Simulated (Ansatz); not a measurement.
Basis sets compared for Ga₅As₄H₁₆⁻, a cluster cut from zinc blende GaAs (hydrogen-capped). Charge -1, multiplicity 1. Geometry PBE-D4/def2-SVP. Ansatz on 2 threads of AMD EPYC 7R13 on a shared host and a share (18 GiB) of an NVIDIA H100 80GB HBM3; times are rough, and most runs start from earlier orbitals.

Cartesian coordinates in Å:
```
Ga 2.208 -2.064 0.628
Ga -1.553 -2.428 -1.104
Ga -1.114 -0.143 2.450
Ga 1.747 2.452 0.682
Ga -2.015 2.089 -1.049
As -0.251 -1.968 0.961
As 2.538 0.263 -0.310
As -1.430 -0.120 -2.134
As -0.642 1.853 1.007
H 2.620 -3.090 -0.515
H 2.981 -2.046 2.017
H -0.789 -3.418 -2.087
H -3.094 -2.638 -0.780
H -0.190 -0.065 3.742
H -2.689 -0.306 2.590
H 2.510 2.559 2.072
H 1.939 3.567 -0.436
H -3.567 1.974 -0.723
H -1.471 3.237 -2.006
H -0.501 -3.243 1.773
H 4.026 0.419 -0.642
H 2.070 0.233 -1.766
H -2.159 -0.179 -3.481
H -0.032 0.030 -2.737
H -1.143 3.032 1.848
```

The 6-31G sets use Cartesian d functions. Single mean-field runs in def2-TZVP are fitted with def2-universal-jkfit.

```json
{"level": "HF/6-31G", "functions": "293", "energy (Eh)": "-18559.4327", "HOMO (eV)": "-6.26", "LUMO (eV)": "4.83", "wall time": "9 s"}
{"level": "PBE-D4/def2-SVP", "functions": "368", "energy (Eh)": "-18572.4805", "HOMO (eV)": "-2.92", "LUMO (eV)": "1.36", "wall time": "5.5 s"}
{"level": "PBE0-D4/def2-SVP", "functions": "368", "energy (Eh)": "-18572.9725", "HOMO (eV)": "-3.98", "LUMO (eV)": "2.07", "wall time": "11 s"}
```

(1) Estimate the rows for HF/def2-TZVP, PBE-D4/def2-TZVP (with forces), PBE0-D4/def2-TZVP.

## Answers

(1) 
| level | functions | energy (Eh) | HOMO (eV) | LUMO (eV) | wall time |
| --- | --- | --- | --- | --- | --- |
| HF/def2-TZVP | 528 | -18562.5487 | -6.30 | 4.85 | 7 s |
| PBE-D4/def2-TZVP (with forces) | 528 | -18574.8332 | -3.01 | 1.21 | 10 s |
| PBE0-D4/def2-TZVP | 528 | -18575.3139 | -4.03 | 1.93 | 6 s |
